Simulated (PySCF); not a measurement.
Dipole response of O²⁺ (oxygen, charge +2)

[He] 2s1 2p3, high-spin 5S determinant (an excited configuration). All numbers are calculated (PySCF 2.14, scalar relativity by spin-free X2C-1e, in aug-cc-pCVTZ-DK with one added diffuse shell each of s, p, d, f type (8s7p5d3f, 75 functions)). Coupled (time-dependent) response in atomic units; α is the mean over directions.

| method | mean α (bohr³) | C₆ (like pair) | S(−4) |
| --- | --- | --- | --- |
| UHF | 0.9247 | 1.182 | 0.3139 |
| PBE | 1.007 | 1.314 | 0.3996 |
| PBE0 | 0.9812 | 1.273 | 0.3712 |
| CAM-B3LYP | 0.9882 | 1.283 | 0.3796 |
| TPSSh | 0.9896 | 1.291 | 0.3788 |

S(−4) is the Cauchy moment in α(ω) = α(0) + S(−4) ω² + …

α(iu) at TPSSh:

| u (hartree) | α(iu) (bohr³) |
| --- | --- |
| 0 | 0.9896 |
| 0.0500 | 0.9887 |
| 0.100 | 0.9859 |
| 0.200 | 0.9748 |
| 0.300 | 0.9569 |
| 0.500 | 0.9048 |
| 0.750 | 0.8204 |
| 1.00 | 0.7290 |
| 1.50 | 0.5612 |
| 2.00 | 0.4314 |
| 3.00 | 0.2676 |
| 5.00 | 0.1267 |

A single London oscillator, α(iu) = α/(1 + u²/ω²), gives C₆ = (3/4) ω α². Matching the computed C₆ needs ω = 4 × 1.291 / (3 × 0.9896²) = 1.76 hartree.

For an ion, C₆ is the dispersion term alone; charge-induced terms of lower order in 1/R come first.
